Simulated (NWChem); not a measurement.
## Basis-set dependence for Pb

```xyz
1

Pb     0.0000     0.0000     0.0000
```
Charge 0, spin multiplicity 3.

All runs are NWChem calculations.

Hartree-Fock energies in Ha, correlation energies in mHa.

Effective core potentials replace the inner electrons of Pb; spin-orbit coupling is left out. The correlated methods keep 4 core orbitals frozen. The stability of the SCF solutions was not checked. Open-shell Hartree-Fock references start from PBE0 orbitals. Coupled-cluster values serve here as a point of comparison, not as the truth.

| basis | functions | UHF | UMP2 | SCS-UMP2 | CCSD on ROHF | CCSD[T] on ROHF | CCSD(T) on ROHF | CCSD on UHF | CCSD[T] on UHF | CCSD(T) on UHF |
|---|---|---|---|---|---|---|---|---|---|---|
| def2-SVP | 26 | -191.83338 | -55.2 | -53.2 | -71.2 | -72.8 | -72.7 | -67.6 | -69.1 | -69.0 |
| def2-TZVP | 50 | -191.83552 | -351.5 | -309.7 | -332.2 | -338.4 | -338.1 | -328.4 | -334.4 | -334.0 |
| def2-QZVP | 82 | -191.83621 | -445.5 | -393.0 | -412.5 | -423.0 | -422.8 | not run | not run | not run |

From def2-TZVP to def2-QZVP the Hartree-Fock energy moves by -0.7 mHa and the UMP2 correlation energy by -94.0 mHa, which is 21 % of its value in the larger set.
